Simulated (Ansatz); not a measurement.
Input for Ansatz (a first-principles code): R-wB97M-V/def2-TZVPP on As4 (SMILES [As]12[As]3[As]1[As]23).

Ansatz 0.2 input:
```yaml
crystal:
  periodic: [false, false, false]
  atoms:
    - {symbol: As, position_ang: [0.86703599, 0.86703600, 0.86703600]}
    - {symbol: As, position_ang: [0.86703599, -0.86703600, -0.86703600]}
    - {symbol: As, position_ang: [-0.86703599, 0.86703599, -0.86703599]}
    - {symbol: As, position_ang: [-0.86703599, -0.86703599, 0.86703599]}
basis:
  gaussian:
    orbitals: def2-TZVPP
hamiltonian:
  xc: {name: wB97M-V}
scf: {lower_state_search: off}
```

Task: Predict the final total energy.

Result: -8943.1229 hartree.

Task: How many basis functions does it have, and what does it roughly cost on one machine?

Result: 192 functions; roughly 22 core-seconds.
